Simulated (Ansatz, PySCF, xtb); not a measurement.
Diatomic CdTe, closed-shell singlet (lowest of 2S+1 = 1, 3 at CCSD(T)/def2-TZVPP on PBE0 minima; our sources give no spin for the ground state, which may be another). No spin–orbit coupling.

Seven points along R, fitted to fifth degree in 1/R; most abundant isotopes. In def2 and cc sets the state is the lowest found near the PBE0 minimum, followed along R. The singlet is held restricted. HF and MP2 rows in def2 and cc sets belong to the determinant that coupled cluster picked by its CCSD energy.

Correlated levels freeze the inner cores; with def2 sets outer-core shells near the valence are correlated too. CBS(a, b) extrapolates the correlation energy as X⁻³ and adds the Hartree–Fock energy of set b. Rows in 3-21G carry no dispersion term and start afresh at each structure; the Pople sets are all-electron and without relativity.

Codes used: Ansatz (Gaussian orbitals); PySCF for 3-21G rows; xtb for the GFN methods.  In def2 rows elements past Kr take small-core potentials, without spin–orbit coupling.

```tsv
level	r_e (Å)	ω_e (cm⁻¹)	ω_e x_e (cm⁻¹)	dipole (D)
GFN2-xTB	2.506	263	0.84	-
HF/3-21G	2.691	174	0.70	7.60
B97M-V/def2-TZVPP	2.577	192	0.66	4.58
PBE0/def2-TZVPP	2.545	___	0.60	5.18
BHLYP/def2-TZVPP	2.569	195	0.66	5.47
B2PLYP/def2-TZVPP	2.554	202	0.61	-
SCS-MP2/def2-TZVPP	2.546	203	0.57	-
CCSD(T)/CBS(def2-TZVPP, def2-QZVPP)	___	___	0.63	-
```

Task: Complete the blanks.

Result: 
- CCSD(T)/CBS(def2-TZVPP, def2-QZVPP), r_e (Å): 2.527
- CCSD(T)/CBS(def2-TZVPP, def2-QZVPP), ω_e (cm⁻¹): 212
- PBE0/def2-TZVPP, ω_e (cm⁻¹): 206

Doubts at one or more of the structures used: a restricted determinant that unrestricted orbitals would lower (B2PLYP/def2-TZVPP, SCS-MP2/def2-TZVPP, CCSD(T)/CBS(def2-TZVPP, def2-QZVPP)).

Ansatz is an electronic-structure program.
